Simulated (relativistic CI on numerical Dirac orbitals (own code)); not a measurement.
# Cr⁺: 3d valence photoemission

Computed with this model: Dirac-Coulomb-Breit CI, orbitals from a KLI potential per configuration, QED by a radiative potential, multiplet model of photoemission in the sudden approximation, unscaled Slater integrals; configurations [Ar] 3d5 → [Ar] 3d4; 300 K; Lorentzian 0.21 eV and Gaussian 0.5 eV FWHM. Energies are those of the free ion, without screening or charge transfer. The energies are binding energies and can lie tens of eV above those of solids. S is read from ⟨S²⟩ = S(S + 1).

Field parameters in Wybourne normalisation: D4h B²₀ = −7Ds, B⁴₀ = 21(Dq − Dt), B⁴₄ = 21√(5/14) Dq; Td as Oh with Dq negative (B⁴₀ = 21Dq, B⁴₄ = √(5/14) B⁴₀). The field is a parameter set, without covalency.

free ion: ground-state S = 2.50, centroid 15.07 eV. Peaks (eV, height): 15.1 (100).

D4h, 10Dq = 7550, Ds = 2560, Dt = 610 cm⁻¹: ground-state S = 2.50, centroid 15.07 eV. Peaks (eV, height): 14.0 (35), 15.5 (100).

Td, 10Dq = -5800 cm⁻¹: ground-state S = 2.50, centroid 15.07 eV. Peaks (eV, height): 14.8 (100), 15.5 (71).

D4h, 10Dq = 14350, Ds = -1110, Dt = -70 cm⁻¹: ground-state S = 2.50, centroid 15.07 eV. Peaks (eV, height): 13.7 (47), 14.2 (48), 15.8 (100).

Td, 10Dq = -2400 cm⁻¹: ground-state S = 2.50, centroid 15.07 eV. Peaks (eV, height): 15.1 (100).

Td, 10Dq = -7000 cm⁻¹: ground-state S = 2.50, centroid 15.07 eV. Peaks (eV, height): 14.7 (100), 15.6 (69).

Strongest unbroadened transitions for free ion:

```csv
Energy (eV),Relative strength
15.03,11.2
15.04,33.6
15.05,56.0
15.07,78.1
15.10,100.0
```
